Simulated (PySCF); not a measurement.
# Kr+ (krypton, charge +1) across methods

[Ar] 3d10 4s1 4p6, 2S determinant (an excited configuration). All numbers are calculated (PySCF 2.14, a scalar-relativistic core potential, in aug-cc-pVQZ-PP with one added diffuse shell each of s, p, d, f, g type with ECP10MDF (8s7p6d4f3g, 114 functions)).

```
   method  E (hartree)  mean ε 4s α (eV)  mean ε 4p α (eV)  mean ε 4p β (eV)  Σ⟨r²⟩ (bohr²)   ⟨S²⟩
     PBE0    -462.4683           -38.147           -22.334           -20.834          31.90  0.752
      LDA    -461.8922           -35.464           -20.685           -19.873          31.88  0.751
BHandHLYP    -462.3320           -40.893           -23.883           -21.809          32.06  0.754
      UHF   -461.06478           -45.853           -26.637           -23.004          32.34  0.763
     BP86    -462.7007           -35.363           -20.672           -19.807          31.84  0.751
     MN15    -462.9964           -38.186           -22.754           -21.372          32.22  0.752
   r2SCAN    -462.3724           -36.492           -21.201           -19.976          31.76  0.753
      PBE    -462.5210           -35.258           -20.589           -19.683          31.91  0.751
```

Energies and moments cover only the electrons outside the core potential.
